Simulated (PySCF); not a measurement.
# Co¹⁷⁺: ionisation energy

Co¹⁷⁺ [Ne] (1S) → Co¹⁸⁺ [He] 2s2 2p5 (2P), as a difference of total energies. Computed with PySCF 2.14 in an even-tempered Gaussian basis (18 s from 3.4 bohr⁻², ratio 2.2; 11 p from 4.4 bohr⁻², ratio 2.2; 6 d from 23 bohr⁻², ratio 2.4; 5 f from 35 bohr⁻², ratio 2.4; 5 g from 53 bohr⁻², ratio 2.4), with no relativity, point nucleus. Correlated levels: nothing frozen; virtual orbitals above 40 to 60 times the deepest correlated orbital energy dropped. The calculations carry no spin-orbit coupling.

| method | ionisation energy (eV) |
| --- | --- |
| UHF | 1396.9 |
| LDA | 1397.3 |
| PBE | 1396.8 |
| PBE0 | 1397.3 |
| r2SCAN | 1398.4 |
| r2SCANh | 1398.4 |
| TPSSh | 1397.0 |
| MP2 (all electrons) | 1398.5 |
| SCS-MP2 (all electrons) | 1398.4 |

A first-order spin-orbit estimate (lowest level to lowest level, LS coupling) adds -4.792 eV.

These non-relativistic numbers lack the scalar-relativistic shift.

For comparison: 1397.2 ± 0.5 eV (measured; NIST Atomic Spectra Database, ionization energies).
